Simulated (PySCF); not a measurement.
Radial density of Au⁻ (gold, charge -1)

UHF, [Xe] 4f14 5d10 6s2, closed-shell 1S. Computed with PySCF 2.14 in aug-cc-pVDZ-PP with ECP60MDF (5s5p4d2f, 54 functions), with scalar relativity through the core potential. This is the valence pseudo-density: the core potential removes the inner electrons and smooths the orbitals near the nucleus.

```csv
r (bohr),4πr²ρ (e/bohr)
0.0735,1.226e-05
0.124,9.593e-05
0.208,0.001586
0.350,0.1021
0.588,4.612
0.989,16.88
1.66,7.496
2.80,1.663
4.71,0.3149
7.92,0.05111
13.3,0.001212
```

Energies and moments cover only the electrons outside the core potential. Spin-orbit coupling, which splits the p, d and f shells strongly at this Z, is absent.
